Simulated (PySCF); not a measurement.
## Gallium: a sound run and one with changed settings

Sound run: Ga [Ar] 3d10 4s2 4p1, Ga+ [Ar] 3d10 4s2. Computed with PySCF 2.14 in 6-31G* (5s4p3d, 32 functions), with no relativity, point nucleus. In the sound run the correlated levels freeze [Ar] 3d10. The sound run starts from symmetry-adapted Hartree-Fock orbitals and uses a fine grid where one is needed.

Changed run: scalar relativity by spin-free X2C-1e. This setting is unsound on purpose.

```tsv
species	method	sound run (hartree)	changed run (hartree)	converged
Ga	UHF	-1922.94348	-1937.99792	yes
Ga	B3LYP	-1924.58741	-1939.64149	yes
Ga	TPSS	-1924.52114	-1939.57510	yes
Ga	MP2	-1922.97149	-1938.02586	yes
Ga	CCSD(T)	-1922.98584	-1938.04001	yes
Ga+	UHF	-1922.73879	-1937.79313	yes
Ga+	B3LYP	-1924.36390	-1939.41753	yes
Ga+	TPSS	-1924.29716	-1939.35065	yes
Ga+	MP2	-1922.76195	-1937.81616	yes
Ga+	CCSD(T)	-1922.77363	-1937.82758	yes
```

Ionisation energy of Ga:

```
 method  sound run (eV)  changed run (eV)
    UHF           5.570             5.573
  B3LYP           6.082             6.094
   TPSS           6.095             6.108
    MP2           5.702             5.706
SCS-MP2           5.684             5.689
   CCSD           5.762             5.768
CCSD(T)           5.775             5.780
```

Most of the change in total energy is the relativistic energy itself. On top of that the contraction fixes the core shape for the Hamiltonian it was made with, so the changed run is not a good calculation with the other Hamiltonian either.

For comparison, NIST gives 5.999 eV between the lowest levels.
